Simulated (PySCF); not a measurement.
Isomers of C6H11As.

All values: PBE0/def2-SVPD (PySCF) at PBE0-D3(BJ)/def2-SVP geometries, gas phase, one conformer each. Core orbitals are frozen in the response; Δα² is half the sum of the squared differences of the principal polarisabilities. The calculation is non-relativistic, for arsenic too.

(1) Rank by dipole moment, lowest first.
A. `[CH:1]#[C:2][CH2:3][AsH:4][CH2:5][CH2:6][CH3:7]` with C2–C3–As4–C5 40°, C3–As4–C5–C6 71°, As4–C5–C6–C7 177°
B. `[CH:1]#[C:2][CH2:3][As:4]([CH3:5])[CH2:6][CH3:7]` with C2–C3–As4–C5 166°, C3–As4–C6–C7 175°
C. `[CH:1]#[C:2][CH2:3][CH2:4][As:5]([CH3:6])[CH3:7]` with C2–C3–C4–As5 178°, C3–C4–As5–C6 174°
D. `[CH2:1]=[CH:2][C:3](=[CH2:4])[CH2:5][AsH:6][CH3:7]` with C1–C2–C3–C4 180°, C2–C3–C5–As6 74°, C3–C5–As6–C7 66°

(2) Rank by vertical ionisation energy (ΔSCF), lowest first.
A. `[CH:1]#[C:2][CH2:3][CH2:4][As:5]([CH3:6])[CH3:7]` with C2–C3–C4–As5 178°, C3–C4–As5–C6 174°
B. `[CH2:1]=[CH:2][C:3](=[CH2:4])[CH2:5][AsH:6][CH3:7]` with C1–C2–C3–C4 180°, C2–C3–C5–As6 74°, C3–C5–As6–C7 66°
C. `[CH3:1][C:2]#[C:3][CH2:4][As:5]([CH3:6])[CH3:7]` with C3–C4–As5–C6 -68°
D. `[CH:1]#[C:2][CH2:3][AsH:4][CH2:5][CH2:6][CH3:7]` with C2–C3–As4–C5 40°, C3–As4–C5–C6 71°, As4–C5–C6–C7 177°

## Answers

(1) A (0.61 D), D (0.84 D), C (1.16 D), B (1.43 D).

(2) B (8.12 eV), C (8.24 eV), A (8.52 eV), D (8.69 eV).

All values together:

```
         SMILES  μ (D)  HOMO (eV)  LUMO (eV)  α (Å³)  Δα (Å³)  ΔSCF removal energy (eV)
  C#CC[As](C)CC   1.43      -6.67       0.35   15.66     5.87                      8.47
   C#CC[AsH]CCC   0.61      -6.85       0.16   15.50     3.95                      8.69
C=CC(=C)C[AsH]C   0.84      -6.46      -0.97   16.11     5.58                      8.12
  CC#CC[As](C)C   0.93      -6.51       0.58   16.10     8.56                      8.24
  C#CCC[As](C)C   1.16      -6.65       0.52   15.73     6.62                      8.52
```

Conformers: `[CH:1]#[C:2][CH2:3][As:4]([CH3:5])[CH2:6][CH3:7]` with C2–C3–As4–C5 166°, C3–As4–C6–C7 175°; `[CH:1]#[C:2][CH2:3][AsH:4][CH2:5][CH2:6][CH3:7]` with C2–C3–As4–C5 40°, C3–As4–C5–C6 71°, As4–C5–C6–C7 177°; `[CH2:1]=[CH:2][C:3](=[CH2:4])[CH2:5][AsH:6][CH3:7]` with C1–C2–C3–C4 180°, C2–C3–C5–As6 74°, C3–C5–As6–C7 66°; `[CH3:1][C:2]#[C:3][CH2:4][As:5]([CH3:6])[CH3:7]` with C3–C4–As5–C6 -68°; `[CH:1]#[C:2][CH2:3][CH2:4][As:5]([CH3:6])[CH3:7]` with C2–C3–C4–As5 178°, C3–C4–As5–C6 174°.
